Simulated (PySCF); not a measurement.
## Fractional electron number in Lu(2+) (lutetium, charge +2)

The 6s alpha orbital of [Xe] 4f14 6s1 is emptied in steps (occupation f), with all orbitals relaxed, ending at [Xe] 4f14. Calculation: PySCF 2.14, in def2-TZVP with the def2 core potential (28 electrons); scalar relativity through the core potential. The exact energy is a straight line in f; departures are measured from the line between the end points of the same method.

| f | PBE0 (eV) | r2SCAN (eV) |
| --- | --- | --- |
| 1 | 0.000 | 0.000 |
| 0.9 | -0.209 | -0.240 |
| 0.7 | -0.489 | -0.547 |
| 0.5 | -0.584 | -0.631 |
| 0.3 | -0.491 | -0.508 |
| 0.1 | -0.207 | -0.202 |
| 0 | 0.000 | 0.000 |

```json
{"method": "PBE0", "E(f=0) − E(f=1) (eV)": "20.927", "−ε at f=1 (eV)": "18.601", "−ε at f=0.5 (eV)": "20.919"}
{"method": "r2SCAN", "E(f=0) − E(f=1) (eV)": "20.812", "−ε at f=1 (eV)": "18.120", "−ε at f=0.5 (eV)": "20.923"}
```

Orbital energy along the path (eV):

```tsv
f	PBE0	r2SCAN
1	-18.601	-18.120
0.9	-19.064	-18.704
0.7	-19.990	-19.845
0.5	-20.919	-20.923
0.3	-21.866	-21.910
0.1	-22.820	-22.723
0	-23.063	-22.832
```

Reference removal energy between the ground levels: 20.959 eV (measured; NIST Atomic Spectra Database, ionization energies).
